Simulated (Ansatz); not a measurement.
`C[O][Zr]1234([CH3])([N](C)C)[C@@H]5[C@H]1[C@H]2[C@@]3([SiH3])[C@@H]54`. Charge 0, multiplicity 1. Zr takes the def2 core potential. Geometry: relaxed with PBE0-D4/def2-TZVP. It is one conformer, not always the lowest.

```xyz
32

C     1.787   -2.002   -2.271
O     1.276   -0.890   -1.618
Zr    0.657    0.208   -0.167
C     2.144    1.900   -0.027
N    -1.019    1.146   -0.868
C    -1.770    0.789   -2.044
C    -1.618    2.245   -0.153
C     1.729   -1.247    1.700
C     1.372   -0.023    2.304
C    -0.031    0.084    2.264
C    -0.563   -1.061    1.613
Si   -2.351   -1.399    1.260
C     0.550   -1.880    1.273
H     2.734   -1.755   -2.765
H     1.086   -2.356   -3.035
H     1.972   -2.825   -1.570
H     3.152    1.587    0.265
H     2.212    2.356   -1.023
H     1.832    2.687    0.671
H    -1.848    1.635   -2.742
H    -2.796    0.477   -1.795
H    -1.289   -0.036   -2.574
H    -1.031    2.506    0.734
H    -2.642    2.016    0.179
H    -1.667    3.148   -0.779
H     2.736   -1.614    1.557
H     2.054    0.701    2.722
H    -0.611    0.913    2.646
H    -2.907   -2.400    2.212
H    -2.516   -1.944   -0.114
H    -3.131   -0.142    1.394
H     0.495   -2.826    0.751
```

Question: What is the dipole moment at B3LYP/def2-TZVPP? (Best estimate.)

Answer: Computed: 1.04 D, with components (-0.03, -0.99, -0.31) D in this frame, pointing from negative to positive charge.

Question: And with PBE, r2SCAN, ωB97M-V? (An estimate is asked.)

Answer: Ansatz gave: PBE 1.03 D, r2SCAN 0.99 D, ωB97M-V 1.10 D.

Question: Give the Mulliken charges with B3LYP, r2SCAN, ωB97M-V in def2-TZVPP. (Estimate.)

Answer: The calculation gave: 
```tsv
atom	B3LYP	r2SCAN	ωB97M-V
C1	-0.14	-0.01	-0.20
O2	-0.47	-0.46	-0.42
Zr3	0.92	0.85	0.71
C4	-0.56	-0.45	-0.60
N5	-0.34	-0.34	-0.31
C6	-0.18	-0.04	-0.24
C7	-0.16	-0.05	-0.24
C8	-0.15	-0.13	-0.10
C9	-0.13	-0.08	-0.15
C10	-0.20	-0.19	-0.16
C11	-0.03	-0.05	-0.11
Si12	0.27	0.31	0.18
C13	-0.18	-0.16	-0.18
H14	0.10	0.06	0.12
H15	0.10	0.05	0.12
H16	0.08	0.04	0.10
H17	0.08	0.06	0.12
H18	0.09	0.07	0.12
H19	0.08	0.05	0.11
H20	0.09	0.05	0.12
H21	0.08	0.04	0.11
H22	0.08	0.04	0.10
H23	0.07	0.04	0.09
H24	0.08	0.05	0.11
H25	0.09	0.05	0.12
H26	0.14	0.11	0.14
H27	0.14	0.11	0.14
H28	0.14	0.11	0.14
H29	-0.07	-0.08	-0.02
H30	-0.07	-0.07	-0.01
H31	-0.07	-0.07	-0.03
H32	0.12	0.10	0.13
```

B3LYP here is the variant with VWN-RPA as its local correlation; programs differ in this.
